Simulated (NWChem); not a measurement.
System: SiH₂S₂, singlet; SMILES S[Si]S

Here is an NWChem input.

```
start job
memory heap 200 mb stack 900 mb global 1100 mb
geometry units angstroms noautosym nocenter noautoz
  Si    -1.018948     0.012283     0.001090
  S      0.363004     1.667291    -0.000989
  H      1.554123     1.021062    -0.000940
  S      0.431897    -1.581797     0.001963
  H     -0.477070    -2.583415     0.003403
end
basis spherical
  * library def2-svp
end
dft
  xc pbe0
  iterations 150
end
cosmo
  do_cosmo_smd true
  solvent hexane
end
task dft energy
```

Low-valent species are run as closed-shell singlets; no triplet was tried in these runs. Geometry: optimised at PBE0/def2-SVP. Solvent: n-hexane.

Level: PBE0/def2-SVP with SMD (1 M gas to 1 M solution), gas-phase geometry. Reactions with the solvent are ignored.

Problem. Predict the main results of this run. (PBE0/def2-SVP, SMD on the gas-phase geometry.) Quantities: solvation free energy (kcal/mol); cavity-dispersion-structure term (kcal/mol); dipole in solution (D).

Solution. 
- solvation free energy (kcal/mol): -4.1
- cavity-dispersion-structure term (kcal/mol): -2.8
- dipole in solution (D): 1.50
